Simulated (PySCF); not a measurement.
Work out the structure from these simulated measurements.

Formula: C3H8O2Si3.

| Quantity | Value |
| --- | --- |
| UV, first state | lowest singlet excitation: 3.45 eV (359 nm, f = 0.002) [TDDFT CAM-B3LYP/def2-SVPD] |
| Rotational structure | rotational constants A, B, C: 1.394, 1.273, 1.097 GHz [GFN2-xTB] |
| Polarisability | 120.1 au [CAM-B3LYP/def2-SVPD] |
| NMR, other nuclei | isotropic shieldings of nuclei other than C and H, by class: -520 (1 O), -275 (1 O), 407 (1 Si), 446 (1 Si), 477 (1 Si) ppm [GIAO PBE0/pcSseg-1] |
| 13C NMR | chemical shifts (computed TMS as zero) by class: 242.3 (1 C), 209.5 (1 C), 71.9 (1 C) ppm [GIAO PBE0/pcSseg-1] |
| 1H NMR | chemical shifts (computed TMS as zero) by class: 10.02 (1 H), 4.75 (1 H), 4.30 (1 H), 4.25 (1 H), 4.08 (1 H), 3.83 (1 H), 3.69 (1 H), 3.64 (1 H) ppm [GIAO PBE0/pcSseg-1] |

Electronic properties: PySCF, gas phase, density fitting. Levels stand in brackets. Isolated species at its GFN2-xTB geometry (one conformer only). Each NMR value is the plain mean over a class of atoms that symmetry, rotation or inversion makes alike.

Question: What is the compound? Reason from the data.

Answer: Numbering: `[O:1]=[CH:2][C@H:3]1[SiH2:4][SiH2:5][SiH2:6][C:7]1=[O:8]`. Its formula, C3H8O2Si3, gives 3 degrees of unsaturation: 1 ring and 2 π bonds in the structure found. 3 carbons fall into 3 classes; from least to most shielded: carbonyl carbon [C7] (242.3 ppm), aldehyde carbon [C2] (209.5 ppm), ring sp3 carbon bound to silicon [C3] (71.9 ppm). Hydrogen classes from least to most shielded: 1 H on an aldehyde carbon, C2 (10.02 ppm), 1 H on an SiH2 silicon, Si6 (4.75 ppm), 1 H on an SiH2 silicon, Si4 (4.30 ppm), 1 H on an sp3 carbon bound to silicon, C3 (4.25 ppm), 1 H on an SiH2 silicon, Si4 (4.08 ppm), 1 H on an SiH2 silicon, Si6 (3.83 ppm), 1 H on an SiH2 silicon, Si5 (3.69 ppm), 1 H on an SiH2 silicon, Si5 (3.64 ppm). The other shieldings belong to: -520 ppm, carbonyl oxygen [O8]; -275 ppm, aldehyde oxygen [O1]; 407 ppm, SiH2 silicon [Si4]; 446 ppm, SiH2 silicon [Si6]; 477 ppm, SiH2 silicon [Si5]. The optimised geometry has point group C1 and is an asymmetric top. Structure: `O=C[C@H]1[SiH2][SiH2][SiH2]C1=O`. Computed isomers that give other values at the same levels: `C#C[C@@H]1[SiH2]O[Si@@H]1O[SiH3]` (13C chemical shifts (computed TMS as zero) by class: 83.3 (1 C), 76.7 (1 C), 22.3 (1 C) ppm). The assignments are read from this structure; whether some other isomer fits the data as well wasn't checked. The mirror image fits equally.
